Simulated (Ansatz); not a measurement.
Cost and result up the ladder for (ClInS)4 cubane (In4S4Cl4) (12 atoms). Total charge 0; singlet. Geometry: r2SCAN-D4/def2-SVP.

```csv
atom,x (Å),y (Å),z (Å)
In1,0.0971,1.9652,-0.7082
Cl2,0.2048,4.1588,-1.4945
S3,-1.6056,0.3070,-1.6650
In4,-1.9017,-0.3628,0.7906
Cl5,-4.0246,-0.7687,1.6682
S6,-0.4078,1.4808,1.7570
In7,1.4396,-0.2749,1.4918
Cl8,3.0471,-0.5801,3.1544
S9,2.1218,0.4049,-0.8827
In10,0.3652,-1.3277,-1.5740
Cl11,0.7725,-2.8099,-3.3287
S12,-0.1082,-2.1927,0.7911
```

Ansatz; hardware A = 2 threads of AMD EPYC 7R13 on a shared host and a share (18 GiB) of an NVIDIA H100 80GB HBM3; B = 2 threads of AMD EPYC 7R13 on a shared host. Times are rough, and most runs start from the orbitals of an earlier one. PBE0-D4/def2-TZVP serves as the yardstick here, not as an exact answer. Differences are given only for rows in sets of like size (and for xTB, whose basis is part of the method), since another set adds its own error. Binding counts from free atoms at the same level (In doublet, Cl doublet, S triplet; other spins of the atoms weren't run), without zero-point energy or a counterpoise term.

In the def2 sets In takes a core potential; there is no spin–orbit coupling. Correlated methods freeze 56 core orbitals; core or outer-core shells of In are correlated, in sets that lack core-valence functions. The rows differ in basis, and correlated rows in double-zeta sets carry the largest basis error. Single mean-field runs in def2-TZVP are fitted with def2-universal-jkfit.

Correlated methods converge slowly with the basis, most of all in double-zeta sets.

```
                                level  functions  wall time
              revPBE-D4/def2-TZVP [A]        496      2.8 s
                BLYP-D4/def2-TZVP [A]        496      3.2 s
                 B2PLYP/def2-TZVP [A]        496      4.9 s
                    MP2/def2-TZVP [A]        496      4.9 s
                PBE0-D4/def2-TZVP [A]        496      5.5 s
   PBE-D4/def2-TZVP (with forces) [A]        496      5.5 s
r2SCAN-D4/def2-TZVP (with forces) [A]        496        6 s
                RPA@PBE/def2-TZVP [A]        496      6.5 s
                 CCSD(T)/def2-SVP [A]        248        7 s
                  PBE-D4/def2-SVP [B]        248       11 s
                 PBE0-D4/def2-SVP [B]        248       23 s
```

Estimate what each level gives for the binding energy per atom (eV).


```csv
level,binding energy per atom (eV),difference from PBE0-D4/def2-TZVP (eV)
revPBE-D4/def2-TZVP [A],2.98,-0.10
BLYP-D4/def2-TZVP [A],2.88,-0.19
B2PLYP/def2-TZVP [A],2.89,-0.18
MP2/def2-TZVP [A],3.12,0.04
PBE0-D4/def2-TZVP [A],3.07,0.00
PBE-D4/def2-TZVP (with forces) [A],3.11,0.03
r2SCAN-D4/def2-TZVP (with forces) [A],3.11,0.03
RPA@PBE/def2-TZVP [A],2.71,-0.37
CCSD(T)/def2-SVP [A],2.80,–
PBE-D4/def2-SVP [B],3.12,–
PBE0-D4/def2-SVP [B],3.07,–
```
